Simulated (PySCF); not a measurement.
**What settings do to a single point of Bi(CH3)2H3**

The sound run of Bi(CH3)2H3 (singlet) uses PySCF 2.14.0, RKS BP86, Bi def2-SVP with ECP60, C def2-SVP, H def2-SVP; non-relativistic Hamiltonian with scalar-relativistic core potentials where named; density fitting; no spin-orbit coupling, grid (50, 194), threshold 1e-8 Eh and 55 cycles, at the relaxed geometry:

```xyz
12

Bi    0.0000    0.0000    0.0000
C     0.0000    0.0000    2.3487
H    -1.0549    0.0000    2.6871
H     0.5274   -0.9135    2.6871
H     0.5274    0.9135    2.6871
C     0.0000    0.0000   -2.3487
H    -1.0549    0.0000   -2.6871
H     0.5274    0.9135   -2.6871
H     0.5274   -0.9135   -2.6871
H     1.8498    0.0000    0.0000
H    -0.9249    1.6020    0.0000
H    -0.9249   -1.6020    0.0000
```

There Bi1 has a Mulliken charge of 0.52 e and the dipole about the centre of mass is 0.00 D. Each run below changes one thing and starts from free metal ions and neutral atoms unless it says otherwise; with 55 cycles, smearing, a level shift and second-order steps follow where DIIS fails, and their cycles count. Energy shifts count from the sound run.

| change | outcome | cycles | energy shift (eV) | largest force component (eV/Å) | charge on Bi1 (e) | dipole about the centre of mass (D) |
| --- | --- | --- | --- | --- | --- | --- |
| grid (40, 110) | converged | 9 | 0.0026 | 0.02 | 0.52 | 0.00 |
| threshold 0.001 | converged | 6 | 0.0011 | 0.03 | 0.52 | 0.00 |

Task: How does the run with this change end: start from the bare core Hamiltonian, limit 99 cycles?

Result: outcome converged, cycles 14, energy shift (eV) 0.0000, largest force component (eV/Å) 0.01, charge on Bi1 (e) 0.52, dipole about the centre of mass (D) 0.00.

Forces carry noise of the integration grid, about 0.01 to 0.03 eV/Å.
